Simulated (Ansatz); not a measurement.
`[F][Sn]([SH])([Cl])[Cl]` and `[SH][Sn]([SH])([Cl])[Cl]` differ in one atom or group.

Ansatz, PBE0-D4/def2-TZVP geometries, multiplicity 1. Each molecule was computed in one conformer, which needn't be the lowest.

Elements past krypton have def2 core potentials.

```json
{"property": "zero-point energy (PBE0-D4/def2-TZVP) / kJ/mol", "`[F][Sn]([SH])([Cl])[Cl]`": "35.6"}
{"property": "size of the dipole moment (PBE/def2-TZVPP) / D", "`[F][Sn]([SH])([Cl])[Cl]`": "2.10"}
{"property": "HOMO energy (PBE0/def2-TZVPP) / eV", "`[F][Sn]([SH])([Cl])[Cl]`": "-8.64"}
{"property": "size of the dipole moment (B3LYP/def2-TZVPP) / D", "`[F][Sn]([SH])([Cl])[Cl]`": "2.22"}
{"property": "HOMO energy (ωB97M-V/def2-TZVPP) / eV", "`[F][Sn]([SH])([Cl])[Cl]`": "-10.86"}
{"property": "ideal-gas entropy at 298 K and 1 bar (rigid rotor, harmonic PBE0-D4/def2-TZVP) / J/(mol·K)", "`[F][Sn]([SH])([Cl])[Cl]`": "398"}
```

(1) What does the change do to each property? (Best estimate.)

## Answers

(1) The calculation gave: 
```
                                                                                  property  `[SH][Sn]([SH])([Cl])[Cl]`  shift
                                            zero-point energy (PBE0-D4/def2-TZVP) / kJ/mol                        54.7   19.1
                                            size of the dipole moment (PBE/def2-TZVPP) / D                        0.77  -1.33
                                                        HOMO energy (PBE0/def2-TZVPP) / eV                       -8.26   0.38
                                          size of the dipole moment (B3LYP/def2-TZVPP) / D                        0.83  -1.39
                                                     HOMO energy (ωB97M-V/def2-TZVPP) / eV                      -10.45   0.41
ideal-gas entropy at 298 K and 1 bar (rigid rotor, harmonic PBE0-D4/def2-TZVP) / J/(mol·K)                         415     17
```

With PBE0 the HOMO rises by 0.38 eV and the LUMO rises by 0.26 eV, so the gap narrows by about 0.12 eV. PBE moves the HOMO by 0.34 eV and ωB97M-V by 0.41 eV. The zero-point energy changes by 19.1 kJ/mol with +3 modes. Dipoles are sizes alone; their direction can turn. Modes under 60 cm⁻¹, often nearly free rotors, make the harmonic entropy too high.

B3LYP here is the variant with VWN-RPA as its local correlation; programs differ in this.
